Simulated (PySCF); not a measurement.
KSe and its ions

r²SCAN; PySCF, no relativity, basis sets K def2-SVP, Se def2-SVP. Neutral (UKS): doublet (π ↑), Re = 2.976 Å, ωe = 196 cm⁻¹, De = 2.49 eV, HOMO -3.31 eV, LUMO -2.61 eV.

KSe⁺ (UKS): triplet (π ↑↑), Re = 3.522 Å, ωe = 87.1 cm⁻¹, De = 0.38 eV to K⁺ + Se. The energies at the minima are -3001.07468 hartree for KSe and -3000.84196 for KSe⁺.

(1) Work out the adiabatic ionisation energy, without and with harmonic zero-point energies (1 hartree = 27.2114 eV, 1 eV = 8065.5 cm⁻¹), and the change of the bond length.

Weak bonds: KSe⁺. Basis-set superposition, not corrected here, can be much of De in a small basis, most of all at correlated wavefunction levels. Spin–orbit coupling is left out. For an ion De counts to the pair picked by the measured ionisation energies or electron affinities, which need not be the lowest pair at this level. States were picked by a PBE0 search and need not be the measured ground states.

## Answers

(1) At r²SCAN: 0.23272 hartree = 6.333 eV between the minima; the zero-point term (87.1 − 196.0)/2 cm⁻¹ = -0.007 eV makes it 6.326 eV. Re changes by +54.6 pm against the neutral. The electron leaves a π orbital, and the ion is left as a loose complex of an ion and an atom.
